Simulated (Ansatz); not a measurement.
C$_{5}$H$_{8}$O$_{2}$ (`CCC(=O)/C=C\O`), one more setting.

```yaml
crystal:
  periodic: [false, false, false]
  atoms:
    - {symbol: C, position_ang: [-2.330659, -0.035724, -0.412712]}
    - {symbol: C, position_ang: [-1.170082, 0.190494, 0.531893]}
    - {symbol: C, position_ang: [0.181393, -0.034566, -0.091448]}
    - {symbol: O, position_ang: [0.276647, -0.368279, -1.280399]}
    - {symbol: C, position_ang: [1.351945, 0.148017, 0.726252]}
    - {symbol: C, position_ang: [2.579634, -0.049750, 0.181810]}
    - {symbol: O, position_ang: [2.777595, -0.402739, -1.062651]}
    - {symbol: H, position_ang: [-3.279672, 0.143224, 0.095772]}
    - {symbol: H, position_ang: [-2.269794, 0.630502, -1.274298]}
    - {symbol: H, position_ang: [-2.331272, -1.057575, -0.794541]}
    - {symbol: H, position_ang: [-1.177231, 1.210456, 0.934969]}
    - {symbol: H, position_ang: [-1.237613, -0.462320, 1.410486]}
    - {symbol: H, position_ang: [1.262480, 0.439199, 1.763269]}
    - {symbol: H, position_ang: [3.493881, 0.075170, 0.757419]}
    - {symbol: H, position_ang: [1.850850, -0.476809, -1.456323]}
basis:
  gaussian: {orbitals: aug-cc-pVDZ, nuclear_model: gaussian}
magnetization: {spin_polarized: true, initial_magnetization: 2}
hamiltonian: {xc: {name: B2PLYP}}
scf: {lower_state_search: off}
output: {forces: true}
```

```sh
$ ansatz run in.yaml --threads 4 --pin off --events-out ev --progress --plain --max-ram 11315MiB
```

Output, abridged:

```
Functional definition: B2PLYP
2302 factors; integrals over basis functions are off by at most 6.9e-4 eV
mean field evaluation 1: about -9380.0458 eV, gradient 4.2e1 eV
mean field evaluation 2: about -9380.0836 eV, gradient 4.2e1 eV
mean field evaluation 4: about -9387.9528 eV, gradient 8.7e0 eV
mean field evaluation 8: about -9388.3108 eV, gradient 9.4e-1 eV
mean field evaluation 16: about -9388.3296 eV, gradient 1.2e-2 eV
mean field evaluation 32: about -9388.3296 eV, gradient 3.0e-6 eV
mean field -9388.32957811 eV, -345.0147483571 hartree, gradient 3.0e-6 eV, S^2 2.020767; 0 other end points of the search recorded, 0 dependent functions left out
7 core orbitals not correlated: weight in the atoms' cores, before any rotation towards them, 1.000 or more for the frozen orbitals, at most 0.000 for the correlated occupied ones
reference -9388.32982182 eV, -345.0147573132 hartree; 21, 19 occupied and 205, 207 virtual orbitals, 2302 factors
second order -35.77159893 eV of doubles, -0.00000000 eV of singles
Total energy: -9397.98815353 eV, -345.3696944569 hartree
Atom 0 at    -2.330659    -0.035724    -0.412712 Å, force    -0.085062    -0.012555    -0.051875 eV/Å
Atom 1 at    -1.170082     0.190494     0.531893 Å, force     0.069316     0.120940     0.422070 eV/Å
Atom 2 at     0.181393    -0.034566    -0.091448 Å, force    -0.632142     0.905863     3.192666 eV/Å
Atom 3 at     0.276647    -0.368279    -1.280399 Å, force     0.433113    -0.864288    -3.056898 eV/Å
Atom 4 at     1.351945     0.148017     0.726252 Å, force    -4.601165     0.270277     0.348979 eV/Å
Atom 5 at     2.579634    -0.049750     0.181810 Å, force     5.492826    -0.102027     0.382593 eV/Å
Atom 6 at     2.777595    -0.402739    -1.062651 Å, force     0.057981    -0.413422    -1.482349 eV/Å
Atom 7 at    -3.279672     0.143224     0.095772 Å, force    -0.195048     0.037993     0.107931 eV/Å
Atom 8 at    -2.269794     0.630502    -1.274298 Å, force     0.013959     0.144233    -0.177481 eV/Å
Atom 9 at    -2.331272    -1.057575    -0.794541 Å, force     0.001033    -0.216974    -0.075379 eV/Å
Atom 10 at    -1.177231     1.210456     0.934969 Å, force    -0.184344     0.232120     0.069435 eV/Å
Atom 11 at    -1.237613    -0.462320     1.410486 Å, force    -0.195327    -0.148736     0.176746 eV/Å
Atom 12 at     1.262480     0.439199     1.763269 Å, force    -0.070414     0.081498     0.283537 eV/Å
Atom 13 at     3.493881     0.075170     0.757419 Å, force     0.042991     0.012676     0.051226 eV/Å
Atom 14 at     1.850850    -0.476809    -1.456323 Å, force    -0.147717    -0.047599    -0.191200 eV/Å
Dipole moment:    -0.054712     0.175032     0.622308 e Å
Checks for a lower state left out: starts, cluster_reference, orbital_swaps, neighbouring_geometries, increment
```

Run time 55 s (4 threads of an Arm Neoverse V2 on a shared host); peak host memory 1.5 GiB.
